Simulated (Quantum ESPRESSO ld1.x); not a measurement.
Results of a calculation; reference values are marked as such.
Problem. Species: neutral barium. Configuration: [Xe] 4f1 6s1 (not the ground configuration). Level of theory: scalar-relativistic Kohn-Sham, LDA (Slater exchange, Perdew-Wang correlation), spin-polarised, spherical densities, point nucleus; open shells are filled with parallel spins first (ld1.x of Quantum ESPRESSO 7.5). Some entries of the table are withheld. Estimate them.

orbital  occ.  eigenvalue (eV)  <r^2> (bohr^2)  <1/r> (bohr^-1)
1s up       1         -37222.1       0.0008897            60.65
1s down     1         -37222.1       0.0008897            60.65
2s up       1         -5885.32         0.01423            13.95
2s down     1         -5885.31         0.01423            13.95
2p up       3         -5280.31         0.01130            13.27
2p down     3         -5280.31         0.01130            13.27
3s up       1         -1242.55         0.09767            5.036
3s down     1         -1242.52         0.09767            5.036
3p up       3         -1048.58         0.09766            4.780
3p down     3         -1048.54         0.09766            4.780
3d up       5         -766.083         0.08399            4.533
3d down     5         -766.053         0.08398            4.533
4s up       1         -244.328          0.5136            2.085
4s down     1         -244.218          0.5135            2.085
4p up       3         -181.720          0.5840            1.920
4p down     3         -181.606          0.5839            1.920
4d up       5         -90.8197          0.7480            1.653
4d down     5         -90.6969          0.7478            1.653
5s up       1         -35.5346           3.037           0.8046
5s down     1         -35.3834           3.029           0.8050
5p up       3         -20.6668           4.253           0.6755
5p down     3         -20.4812           4.210           0.6778
6s up       1              (1)           22.58              (2)
6s down     0              (3)           23.28              (4)
4f up       1          -0.3359           224.2           0.2549

Solution. 
(1) 6s up eigenvalue (eV): -5.1740
(2) 6s up <1/r> (bohr^-1): 0.2809
(3) 6s down eigenvalue (eV): -4.5016
(4) 6s down <1/r> (bohr^-1): 0.2792
